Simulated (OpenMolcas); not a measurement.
# Re⁺: terms and fine structure

```yaml
Program: OpenMolcas 26.06
Method: "SS-CASPT2, IPEA 0.25 Eh, imaginary shift 0.1 Eh (closed shells correlated: 5s 5p)"
Basis: ANO-RCC-VQZP [9s8p6d4f3g2h]
Scalar_Hamiltonian: DKH2, point nucleus
Active_space: 6 electrons in 6 orbitals (5d 6s)
State_averaging: 2S+1 = 7 even, 1 root; 2S+1 = 5 even, 35 roots kept (CI in the orbitals of an earlier block); 2S+1 = 3 even, 55 roots kept (CI in the orbitals of an earlier block); 2S+1 = 1 even, 10 roots kept (CI in the orbitals of an earlier block)
Spin-orbit_coupling: RASSI with atomic mean-field integrals over the reference wave functions, term energies averaged over their components
```

Spin-free terms above the lowest, with the occupations of the reference:

| Configuration | Term | E (cm⁻¹) | Occupations |
| --- | --- | --- | --- |
| 5d⁵ 6s | ⁷S | 0.0 | 5d 5.00 6s 1.00 |
| 5d⁵ 6s | ⁵D | 16190 | 5d 5.16 6s 0.84 |
| 5d⁵ 6s | ⁵S | 17880 | 5d 5.00 6s 1.00 |
| 5d⁵ 6s | ⁵G | 21630 | 5d 5.00 6s 1.00 |
| 5d⁵ 6s | ⁵P | 24680 | 5d 5.00 6s 1.00 |
| 5d⁵ 6s | ³D | 26620 | 5d 5.07 6s 0.93 |
| 5d⁵ 6s | ¹S | 28030 | 5d 5.09 6s 0.91 |
| 5d⁵ 6s | ³G | 28210 | 5d 5.09 6s 0.91 |
| 5d⁶ | ⁵D | 29250 | 5d 5.61 6s 0.39 |
| 5d⁵ 6s | ³P | 30230 | 5d 5.16 6s 0.84 |
| 5d⁴ 6s² | ⁵D | 30280 | 5d 4.23 6s 1.77 |
| 5d⁵ 6s | ³F(1) | 31040 | 5d 5.22 6s 0.78 |
| 5d⁵ 6s | ³I | 33610 | 5d 5.00 6s 1.00 |
| 5d⁵ 6s | ¹G | 33710 | 5d 5.18 6s 0.82 |

With spin-orbit coupling, above the lowest level:

```tsv
Configuration	Term	J	E (cm⁻¹)	Measured (cm⁻¹)	g	Term weight %	Second
5d⁵ 6s	⁷S	3	0.0	0.0	1.980	94	6 ⁵P
5d⁵ 6s	⁵D	2	15390		1.626	50	25 ⁵S
5d⁵ 6s	⁵D	3	16300		1.491	81	7 ⁵P
5d⁵ 6s	⁵D	4	16490		1.491	94	
5d⁵ 6s	⁵D	1	16650		1.516	88	5 ³P
5d⁵ 6s	⁵D	0	16660			87	7 ³P
5d⁵ 6s	⁵S	2	18380	17224	1.789	59	36 ⁵D
5d⁵ 6s	⁵G	2	20430	18846	0.475	76	14 ³F(2)
5d⁵ 6s	⁵G	3	21010	19140	1.015	73	10 ³F(2)
5d⁵ 6s	⁵G	4	21860	20463	1.179	85	5 ⁵F
5d⁵ 6s	⁵G	5	22560	20976	1.270	94	4 ⁵F
5d⁵ 6s	⁵G	6	22810	20782	1.329	97	3 5d⁶ ³H
5d⁵ 6s	³D	3	24320		1.421	38	31 ⁵P
5d⁵ 6s	³D	2	24960		1.358	43	21 ⁵P
5d⁵ 6s	⁵P	1	25480		1.494	39	35 ³D
5d⁵ 6s	¹S	0	25710			64	28 ³P
5d⁵ 6s	⁵P	2	26040		1.570	46	19 ³D
5d⁵ 6s	⁵P	1	26140		1.507	42	38 ³D
5d⁶	⁵D	4	26700	14883	1.378	55	21 5d⁵ 6s ³F(1)
5d⁶	⁵D	3	27980		1.413	54	16 5d⁵ 6s ³D
5d⁴ 6s²	⁵D	0	28930			97	3 5d⁵ 6s ⁵D
5d⁵ 6s	³G	5	29000		1.217	90	8 ⁵F
5d⁵ 6s	³G	3	29450		0.908	72	9 ⁵P
5d⁵ 6s	³G	4	29540		1.093	86	8 5d⁶ ⁵D
5d⁴ 6s²	⁵D	1	29910		1.580	77	12 5d⁵ 6s ⁵P
5d⁴ 6s²	⁵D	2	30730		1.299	52	23 5d⁵ 6s ³F(1)
5d⁵ 6s	³F(1)	3	30900		1.182	27	24 ³G
5d⁵ 6s	³F(1)	2	31070		1.230	24	24 5d⁴ 6s² ⁵D
5d⁴ 6s²	⁵D	4	31580		1.379	39	37 5d⁵ 6s ³F(1)
5d⁴ 6s²	⁵D	3	32010		1.476	69	14 5d⁵ 6s ⁵P
5d⁶	⁵D	1	32370		1.177	52	20 5d⁵ 6s ⁵F
5d⁶	⁵D	0	33480			89	7 5d⁵ 6s ¹S
5d⁵ 6s	¹G	4	33650		0.980	67	23 5d⁶ ³H
5d⁶	⁵D	2	33660		1.169	51	41 5d⁵ 6s ³F(1)
5d⁵ 6s	³I	6	33840		1.083	61	37 5d⁶ ³H
5d⁶	⁵D	3	33910		1.327	39	33 5d⁵ 6s ³F(1)
5d⁵ 6s	³I	5	34200		0.901	70	28 5d⁶ ³H
5d⁴ 6s²	⁵D	4	34460		1.408	38	34 5d⁵ 6s ⁵F
5d⁵ 6s	³P	2	35030		1.390	62	13 ³D
5d⁵ 6s	³P	1	35070		1.415	51	37 5d⁶ ⁵D
```

Against the 7 measured excited levels shown (NIST Handbook of Basic Atomic Spectroscopic Data) the mean absolute deviation is 3100 cm-1; the largest miss in energy is 5d⁶ ⁵D₄ [55 %]: computed 26700, measured 14883 cm⁻¹ (+79.4 %). Levels of one J stand in another order than measured, so their pairing by name is doubtful.

Spin-orbit coupling puts the lowest level 1594 cm⁻¹ below the lowest spin-free term.

CASPT2 breaks the degeneracy within a term, and the mean is taken; among the terms shown or strongly mixed into the levels shown the widest spread is 470 cm-1 (5d⁶ ³H). Some levels mix across a computed gap that differs much from the measured one, so their mixing is not that of the real levels. Terms from blocks run as CI alone lack orbitals of their own. Configurations are named by rounded mean occupations; where the s occupation lies near a half they are strongly mixed, a name can repeat and a true partner stay unpaired. A single d shell beside an s shell can misplace configurations of different d count against each other. The CASPT2 spread within a term exceeds the gap to the next term for 5d⁵ 6s ¹S and 5d⁵ 6s ³G, 5d⁵ 6s ³P and 5d⁴ 6s² ⁵D, 5d⁵ 6s ⁵F and 5d⁵ 6s ³I and others, so the order of their levels is uncertain, and so are names and mixing where such terms share a J. Measured partners are found by configuration, term and J. A level has none where our copy of the source lacks it or the pairing is in doubt (some pairs that miss far off the trend of their configuration count as doubtful), and it then counts in no deviation. Only configurations of the active space appear. The first state left out of the spin-orbit step lies near 46000 cm-1 above the lowest spin-free state of the reference (among the parities and spins computed), and the list stops at four fifths of that energy or lower. The table shows the lowest 40 of 44 levels.

The term weight is that of the spin-free term in the level, not the purity of its configuration. A share in square brackets marks a mixed level and gives the weight of the term that names it. A number in round brackets counts repeated terms of one configuration in the order of the reference energies.
